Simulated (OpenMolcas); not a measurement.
# Levels of neutral boron by method

- Program: OpenMolcas 26.06
- Basis: ANO-RCC-VQZP [5s4p3d2f1g]
- Scalar Hamiltonian: DKH2, point nucleus
- Active space: 3 electrons in 4 orbitals (2s 2p)
- State averaging: 2S+1 = 4 odd, 1 root (0 in the spin-orbit step); 2S+1 = 2 odd, 3 roots; 2S+1 = 4 even, 3 roots; 2S+1 = 2 even, 5 roots
- Spin-orbit coupling: state interaction with AMFI integrals over the reference wave functions, term energies averaged over their components

Methods on the same reference wave functions:
A. CASSCF
B. SS-CASPT2, IPEA 0.25 Eh, imaginary shift 0.1 Eh (closed shells correlated: 1s)

Energies in cm-1 above 2s2 2p 2P* 1/2, the measured ground level; measured values from NIST Handbook of Basic Atomic Spectroscopic Data.

| Level | A | B | Measured |
| --- | --- | --- | --- |
| 2s2 2p 2P* 1/2 | 0.0 | 0.0 | 0.0 |
| 2s2 2p 2P* 3/2 | 14.5 | 14.5 | 15.3 |
| 2s 2p2 4P 1/2 | 24113 | 27610 | 28870 |
| 2s 2p2 4P 3/2 | 24118 | 27610 | 28875 |
| 2s 2p2 4P 5/2 | 24127 | 27620 | 28881 |
| 2s 2p2 2D 3/2 | 54636 | 49150 | 47857 |
| 2s 2p2 2D 5/2 | 54636 | 49150 | 47857 |

Deviations, from unrounded energies. A percentage is the sum of absolute deviations over the sum of measured energies, with the sign that they share, or ± where signs differ.

```json
{"Against measurement": "mean absolute deviation (cm-1)", "Levels": "6", "A": "4600", "B": "1100"}
{"Against measurement": "fine structure of the ground term (%)", "Levels": "1", "A": "-5.0", "B": "-5.0"}
{"Against measurement": "other configurations (%)", "Levels": "5", "A": "±15.3", "B": "±3.5"}
```

B lies closest to measurement on these levels. The largest miss of B in the table is 2s 2p2 2D 5/2, by +1300 cm-1. The ranking rests on the paired levels alone, and a cruder setting can come out closer through cancelling errors.

The lowest spin-free term lies below A's lowest term by 0.070 hartree in B.

CASPT2 does not keep the components of a term degenerate, so their means are used; among the terms shown or strongly mixed into the levels shown the widest spread is 10 cm-1 (2s 2p2 2D, B). Without dynamic correlation excited terms often stand tens of per cent too high (terms of higher spin than the ground term too low), and those without a measured partner can miss by more than the paired ones (holds for A). Computed and measured levels are paired by configuration, term and J; levels that our copy of the source lacks, or whose pairing is in doubt (as where it misses far off the trend of its configuration), stay unpaired and out of the deviations. Only configurations of the active space appear.

* marks odd parity.
